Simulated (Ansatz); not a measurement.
```xyz
11

C     0.296    0.425    1.166
C    -0.291   -0.365    0.036
N    -1.229   -1.212    0.125
C     0.306   -0.162   -1.320
I    -0.202    1.772   -2.114
H     1.358    0.188    1.281
H    -0.216    0.211    2.104
H     0.230    1.497    0.962
H    -1.555   -1.291    1.089
H    -0.092   -0.888   -2.022
H     1.394   -0.176   -1.307
```

Total charge 0; spin multiplicity 1. I takes the def2 core potential.

Question: List the CAM-B3LYP/def2-TZVPP orbital energies in eV (Ansatz 0.2.0). (An estimate is asked.)

Answer: Computed: Occupied: -391.30, -280.63, -280.24, -279.17, -188.16, -134.46, -134.14, -134.13, -54.10, -54.00, -53.99, -53.71, -53.71, -27.44, -23.44, -22.20, -20.19, -17.19, -15.53, -14.36, -14.13, -13.37, -12.46, -11.81, -10.06, -9.39, -8.70, -8.67. Lowest empty: -0.32, 1.31, 2.06, 2.91, 3.34, 3.44, 3.86, 4.20.
